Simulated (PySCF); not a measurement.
# Working out the ionisation energy of Ar⁺

Ar⁺ [Ne] 3s2 3p5 (2P) → Ar²⁺ [Ne] 3s2 3p4 (3P). Calculation: PySCF 2.14, in 6-31G*; no relativity, point nucleus. Frozen: [Ne]. Energies in hartree (1 hartree = 27.21139 eV):

```tsv
part	Ar⁺ (lower)	Ar²⁺ (upper)
UHF	-526.233445	-525.263821
CCSD correlation	-0.126767	-0.108452
(T)	-0.001241	-0.001011
```

Problem. What does Hartree-Fock give?

Solution. (-525.263821) − (-526.233445) = 0.969624 hartree = 26.385 eV.

Problem. What do CCSD and CCSD(T) give?

Solution. The CCSD correlation energies differ by 0.018315 hartree = 0.498 eV and the triples by 0.000230 hartree = 0.006 eV, so CCSD gives 26.883 eV and CCSD(T) 26.889 eV.

Reference: 27.630 eV (measured; NIST Atomic Spectra Database, ionization energies), between the lowest levels; spin-orbit coupling is absent from the calculation.

What remains against the reference includes basis incompleteness, the frozen core and higher excitations.
